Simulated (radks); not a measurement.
Task: All-electron atom: Rb15+ in [Ar] 3d4. Method: Dirac Kohn-Sham, LB94 model potential, spin-unpolarised, spherical densities, finite nucleus; open shells fill j = l - 1/2 first; Fermi nuclear charge, rms radius 4.2036 fm; computed with a radial shooting solver on a logarithmic mesh with Libxc functionals. Some entries of the table are withheld. Estimate them.

| orbital | occ. | eigenvalue (hartree) | <r> (bohr) |
|---|---|---|---|
| 1s1/2 | 2 | -573.8452 | 0.04022 |
| 2s1/2 | 2 | (1) | 0.1765 |
| 2p1/2 | 2 | (2) | 0.1512 |
| 2p3/2 | 4 | (3) | 0.1552 |
| 3s1/2 | 2 | -26.82692 | 0.4781 |
| 3p1/2 | 2 | -24.41618 | (4) |
| 3p3/2 | 4 | -24.00464 | (5) |
| 3d3/2 | 4 | -19.97684 | (6) |
| 3d5/2 | 0 | -19.89501 | (7) |

Result: 
(1) 2s1/2 eigenvalue (hartree): -92.67728
(2) 2p1/2 eigenvalue (hartree): -85.92163
(3) 2p3/2 eigenvalue (hartree): -83.64751
(4) 3p1/2 <r> (bohr): 0.4691
(5) 3p3/2 <r> (bohr): 0.4771
(6) 3d3/2 <r> (bohr): 0.4398
(7) 3d5/2 <r> (bohr): 0.4422
